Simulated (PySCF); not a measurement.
## A small calculation by hand: oscillator strength and radiative lifetime

C₄H₁₀Si₂, SMILES C=C[Si@H]1CC[SiH2]1.

Coordinates come from a PBE0-D3(BJ)/def2-SVP optimisation. The structure was generated by enumeration; whether it is a known compound was not checked. One conformer was computed; it need not be the lowest.

TDA-PBE0/def2-SVPD in PySCF 2.14.0 puts the first singlet state with f over 0.02 at 5.57 eV (vertical), with the transition dipole (1.255, 0.427, -0.176) in atomic units.

Task: Find the oscillator strength, the wavelength and the radiative lifetime that this transition would have in vacuum if emission retraced absorption.

Result: 
|μ|² = 1.7883 au, so |μ| = 3.40 D. ΔE = 5.57/27.211 = 0.2047 hartree. f = (2/3) ΔE |μ|² = 0.244 (the program prints 0.244).
λ = 1239.84/5.57 = 223 nm; ν = 44925 cm⁻¹.
Einstein's coefficient A = 0.6670 ν² f s⁻¹ (ν in cm⁻¹) = 3.3e8 s⁻¹, so τ = 1/A = 3.0 ns. This state is S1. The figure is the radiative limit of this one transition; relaxation, internal conversion, crossing to triplets and a medium change what is measured.
